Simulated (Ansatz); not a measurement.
Consider the formal exchange of groups at the Sn–F bond: `[F][SnH2][F]` + `C[SiH3]` → `C[SiH2][SnH2][F]` + H–F.

Gas-phase electronic energies from Ansatz, PBE0-D4/def2-TZVP geometries. CCSD(T)/CBS adds triple-zeta CCSD(T) − MP2 to the extrapolated MP2 energy (def2 sets, frozen cores). This one scheme is used for every species. DFT in def2-TZVPP. B3LYP here is the variant with VWN-RPA as its local correlation; programs differ in this. def2 core potentials past Kr. For Sn outer-core shells are correlated without core-valence functions, which leaves a few kJ/mol of doubt a bond. One conformer a species, not always the lowest.

CCSD(T)/CBS gives +6.7 kcal/mol.

(1) Another level gave +10.2 kcal/mol. Which?
A. ωB97M-V/def2-TZVPP
B. HF/def2-TZVPP
C. B3LYP/def2-TZVPP
D. CCSD(T)/def2-TZVPP

Largest T1 diagnostic among the species: 0.014.

## Answers

(1) C. B3LYP 10.2, ωB97M-V 8.5, HF/def2-TZVPP 13.3, CCSD(T)/def2-TZVPP 7.1 kcal/mol.

From PBE to PBE0 (25 % exact exchange), in def2-TZVPP and without D4, ΔE moves by −0.7 kcal/mol. The D4 term adds −2.1 kcal/mol with B3LYP and −1.3 kcal/mol with PBE0; it sums over pairs of atoms, weighted by their polarisabilities, and B3LYP, whose exchange is more repulsive, gets the larger term.
